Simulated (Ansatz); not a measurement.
`[SiH3]OB(Cl)Cl` + H–F → `FB(Cl)Cl` + `O[SiH3]`  (ligand exchange at a B–O bond)

Isolated molecules relaxed with PBE0-D4/def2-TZVP in Ansatz; ΔE leaves out vibrations. CBS: MP2 limit from def2 TZ/QZ plus the TZ coupled-cluster correction, frozen cores. This one scheme is used for every species. Functionals use def2-TZVPP. One conformer a species, not always the lowest.

```csv
level,ΔE (eV)
RPA@PBE/def2-TZVPP,0.00
HF/CBS(def2),-0.07
```

(1) What does CCSD(T)/CBS give? (Best estimate.)

Largest T1 diagnostic among the species: 0.012.

Answers

(1) Computed: +0.07 eV. The listed levels differ from it by -0.07, -0.14 eV.

From BLYP to BHLYP (50 % exact exchange), in def2-TZVPP and without D4, ΔE moves by +0.07 eV. Leaving LDA and LC-ωPBE aside and taking each functional with its dispersion term where it has one, the values, not all of them listed here, spread over 0.11 eV, from B97M-V to BHLYP-D4. LDA lies +0.07 eV from PBE without D4. In def2-TZVPP, CCSD(T) changes the Hartree–Fock value by +0.10 eV (the triples alone add +0.02 eV) and MP2 by +0.14 eV.
